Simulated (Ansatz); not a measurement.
Basis sets compared for `Cc1cccc2cc3ccccc3cc12`. The state is a singlet with charge 0. Geometry PBE-D4/def2-SVP. Ansatz on 4 threads of Intel Xeon on a shared host; times are rough, and most runs start from earlier orbitals.

```xyz
27

C     2.596   -0.688    2.098
C     2.278   -0.668    0.626
C     3.238   -1.014   -0.313
C     2.963   -1.004   -1.713
C     1.715   -0.644   -2.177
C     0.679   -0.276   -1.258
C    -0.603    0.095   -1.707
C    -1.630    0.459   -0.815
C    -2.937    0.839   -1.262
C    -3.921    1.189   -0.358
C    -3.650    1.180    1.045
C    -2.401    0.820    1.514
C    -1.354    0.449    0.609
C    -0.070    0.078    1.058
C     0.959   -0.287    0.169
H     2.456    0.311    2.561
H     3.643   -0.999    2.275
H     1.936   -1.390    2.651
H     4.243   -1.305    0.031
H     3.758   -1.287   -2.420
H     1.493   -0.632   -3.255
H    -0.808    0.101   -2.790
H    -3.142    0.844   -2.344
H    -4.922    1.479   -0.714
H    -4.445    1.462    1.752
H    -2.189    0.812    2.595
H     0.117    0.077    2.142
```

Binding counts from free atoms (C triplet, H doublet) in the same basis, without a counterpoise term.

```csv
level,functions,energy (Eh),HOMO (eV),LUMO (eV),binding per atom (eV),wall time
PBE-D4/def2-SVP,270,-577.7267,-4.84,-2.54,5.52,17 s
PBE0-D4/def2-SVP,270,-577.7820,-5.63,-1.85,5.41,29 s
```

Task: Estimate the rows for PBE-D4/def2-TZVP, PBE0-D4/def2-TZVP (with forces).

Result: 
```tsv
level	functions	energy (Eh)	HOMO (eV)	LUMO (eV)	binding per atom (eV)	wall time
PBE-D4/def2-TZVP	537	-578.3269	-4.89	-2.62	5.43	39 s
PBE0-D4/def2-TZVP (with forces)	537	-578.3758	-5.64	-1.90	5.32	2 min
```
